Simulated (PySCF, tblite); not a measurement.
Isomers of C4H11N2PSi, one GFN2-xTB conformer each. Single-point energies are computed at PBE0/pcSseg-1 (PySCF, gas phase, no added dispersion term), electronic only.

Question: Rank them by PBE0/pcSseg-1 energy, lowest first (kJ/mol).
A. `[CH2:1]=[N:2][Si@:3]([NH2:4])([PH2:5])[C:6](=[CH2:7])[CH3:8]` with C1–N2–Si3–N4 130°, N2–Si3–N4–H 67° and -68°, N2–Si3–P5–H 67° and 160°, N2–Si3–C6–C7 -24°
B. `[CH2:1]=[CH:2][CH2:3][Si@@:4]([NH2:5])([PH2:6])[N:7]=[CH2:8]` with C1–C2–C3–Si4 -102°, C2–C3–Si4–N5 64°, C3–Si4–N5–H -175° and -39°, C3–Si4–P6–H -78° and -171°, C3–Si4–N7–C8 -116°
C. `C1N(P(N(C)C=1)[SiH3])C`

Answer: B (0.0), A (1.1), C (121.9).

As drawn, the lowest has a C=N bond, an N–H bond and an Si–C bond, which the highest lacks. Neighbours under 10 kJ/mol apart (C=CC[Si@@](N)(P)N=C and C=N[Si@](N)(P)C(=C)C) can change places with a better method, another conformer or zero-point energy. GFN2-xTB itself gives, in the same order: 164.5, 161.6, 0.0. GFN2-xTB puts CN1C=CN(C)P1[SiH3] lowest instead; measured from each level's own lowest isomer, the values differ by up to 164.5 kJ/mol (C=CC[Si@@](N)(P)N=C: 164.5 against 0.0).

Question: Which frontier levels, dipoles and rotational constants go with these structures?

Answer: 
| SMILES | HOMO (eV, PBE0/pcSseg-1) | LUMO (eV) | dipole (D) | A, B, C (MHz) |
| --- | --- | --- | --- | --- |
| C=CC[Si@@](N)(P)N=C | -6.69 | -0.83 | 1.20 | 1965, 922.2, 793.9 |
| C=N[Si@](N)(P)C(=C)C | -6.71 | -0.79 | 1.16 | 1499, 1200, 942.5 |
| CN1C=CN(C)P1[SiH3] | -4.90 | -0.08 | 1.81 | 1533, 1531, 1014 |

Question: What happens when harmonic zero-point energies from GFN2-xTB frequencies are added?

Answer: 
```tsv
SMILES	ZPE (kJ/mol)	electronic (kJ/mol)	with ZPE (kJ/mol)
C=CC[Si@@](N)(P)N=C	374.1	0.0	0.0
C=N[Si@](N)(P)C(=C)C	373.8	1.1	0.8
CN1C=CN(C)P1[SiH3]	372.2	121.9	120.0
```

The zero-point energies span 1.9 kJ/mol. The order is unchanged.
